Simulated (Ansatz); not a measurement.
A made-up structure of BGeH3Cl (charge +1), singlet:

```xyz
6
angstrom
B -0.9351 0.3032 -0.6636
Ge 1.8033 -1.7104 0.1857
Cl 0.6499 -0.0504 0.6178
H -1.9697 -0.2093 -0.3872
H -0.7130 0.9832 -1.6111
H 1.0972 0.5875 1.6958
```

It is relaxed with PBE-D4/def2-SVP and then PBE0-D4/def2-TZVP (Ansatz 0.2.0). Atoms count as bonded within 1.22 times the sum of their covalent radii (H–H: 0.88 Å). The end point is not checked to be a true minimum.

(1) Does its bonding change? (Judge from chemistry; the calculation decides.)

## Answers

(1) The calculation gives: Yes. Formed: B1–Ge2; broken: B1–Cl3.

Where it ends: The first stage lowers the energy by 3.85 eV in 15 steps. It ends as BGeH₃Cl ([BH2][Ge][ClH]), total charge +1:
B1  (-0.793, -0.261, -1.071)
Ge2  (0.921, -1.073, -0.115)
Cl3  (0.671, 0.792, 1.474)
H4  (-1.880, -0.641, -0.760)
H5  (-0.658, 0.535, -1.951)
H6  (1.672, 0.552, 2.261)
(Å)

Labels in which every atom is bracketed show which atoms are joined, not bond orders.

For scale, one of the runs: PBE0-D4/def2-TZVP relaxation, 134 basis functions, launched by `ansatz run in.yaml --threads 2 --pin off --events-out ev --progress --plain --max-ram 4352MiB`. The run took about 21 s on 2 CPU threads of an Arm Neoverse V2 (shared host).
